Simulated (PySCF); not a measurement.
**Be₂⁺ at B2PLYP**

Computed with B2PLYP; PySCF, no relativity, basis sets Be cc-pVDZ.

| Item | Value |
| --- | --- |
| state | ²Σu⁺ (doublet), unpaired electrons σ ↑ |
| bond length | 2.227 Å |
| harmonic wavenumber | 529 cm⁻¹ |
| force constant | 0.743 mdyn/Å |
| rotational constant Be | 0.7546 cm⁻¹ |
| anharmonicity ωexe | 5.39 cm⁻¹ |
| vibration–rotation constant αe | 0.0111 cm⁻¹ |
| well depth De to Be⁺ + Be | 206 kJ/mol |
| dissociation energy D0 | 203 kJ/mol |
| bond order (Mayer) | 0.80 |

Correlated steps freeze no core orbitals. B2PLYP dipoles, levels and charges come from its SCF part alone. The state is the lowest determinant that a PBE0 search found; another state may lie lower at other levels.
